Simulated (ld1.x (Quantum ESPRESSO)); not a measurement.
**Logarithmic derivatives: cadmium (Cd), ultrasoft**

```json
{
  "Element": "Cd (Z = 48)",
  "Generator": "ld1.x (Quantum ESPRESSO) 7.5",
  "Type": "ultrasoft",
  "Functional": "LDA (PZ)",
  "Relativity": "scalar-relativistic",
  "Frozen core": "[Ar] 3d10",
  "Valence charge": "20",
  "Reference configuration": "4s2 4p6 4d10 5s2 5p0",
  "Partial waves": "4s (bound): rcut 1.15, rcutus 1.20 bohr; 5s (bound): rcut 1.15, rcutus 1.20 bohr; 4p (bound): rcut 1.45, rcutus 1.65 bohr; 5p (bound, empty): rcut 1.45, rcutus 1.65 bohr; 4d (bound): rcut 1.55, rcutus 2.10 bohr; 4d channel at 0.55 Ry: rcut 1.55, rcutus 2.10 bohr",
  "Local potential": "all-electron potential smoothed inside 1.55 bohr (lloc = -1)",
  "Core correction": "Bessel-smoothed model core, default radius (core density twice the valence density)",
  "Augmentation charge": "PSQ, inside the norm-conserving radii"
}
```

The phase is arctan(r·u′/u) with u = r·R(r), unwrapped; energies in Ry, scanned from -10 to 5 Ry. A pole is an energy at which the radial function vanishes at the test radius. The pseudo phase is shifted by a multiple of π to meet the all-electron one at the reference energy, and phase errors are pseudo minus all-electron; the curves can meet again beyond the range given. Levels narrower than the energy grid can be missing from the lists of poles. n/a: not evaluated, since a narrow level or a reset projector energy made the automatic matching unsafe.

```tsv
channel	radius (bohr)	reference energy (Ry)	poles, all-electron	poles, pseudo	unbroken range about the reference energy with phases within 0.05 rad	phase error 1 Ry above the reference energy (rad)
s	2.31	-0.44	2.75	2.73	n/a	n/a
p	2.31	-0.10	-4.87, 4.28	-4.87, 2.22	-0.2 to 0.2	-0.371
d	2.31	-0.87	-0.55	-0.55, 2.61	below 1.4	-0.001
```

The ghost test of this file was not conclusive. Its overlap operator is not positive definite in a basis up to 400 Ry (lowest eigenvalue p -37.81, d -0.23), so the file is unfit for use: the generalised eigenproblem breaks down once the basis is large enough, and its test numbers describe a broken file.

Phases in the d channel:

| E (Ry) | all-electron | pseudo |
| --- | --- | --- |
| -10.00 | 1.434 | 1.423 |
| -9.52 | 1.430 | 1.420 |
| -9.04 | 1.427 | 1.416 |
| -8.56 | 1.423 | 1.411 |
| -8.08 | 1.418 | 1.407 |
| -7.60 | 1.413 | 1.402 |
| -7.12 | 1.408 | 1.396 |
| -6.64 | 1.402 | 1.390 |
| -6.16 | 1.396 | 1.383 |
| -5.68 | 1.388 | 1.375 |
| -5.20 | 1.379 | 1.366 |
| -4.72 | 1.369 | 1.355 |
| -4.24 | 1.357 | 1.343 |
| -3.76 | 1.342 | 1.328 |
| -3.28 | 1.323 | 1.308 |
| -2.80 | 1.297 | 1.282 |
| -2.32 | 1.256 | 1.241 |
| -1.84 | 1.180 | 1.164 |
| -1.36 | 0.925 | 0.906 |
| -0.88 | -1.124 | -1.124 |
| -0.40 | -1.640 | -1.643 |
| 0.08 | -1.762 | -1.763 |
| 0.56 | -1.843 | -1.843 |
| 1.04 | -1.930 | -1.936 |
| 1.52 | -2.050 | -2.124 |
| 2.00 | -2.257 | -3.218 |
| 2.48 | -2.685 | -4.625 |
| 2.96 | -3.445 | -4.851 |
| 3.44 | -4.033 | -4.962 |
| 3.92 | -4.311 | -5.054 |
| 4.40 | -4.454 | -5.153 |
| 4.88 | -4.540 | -5.278 |
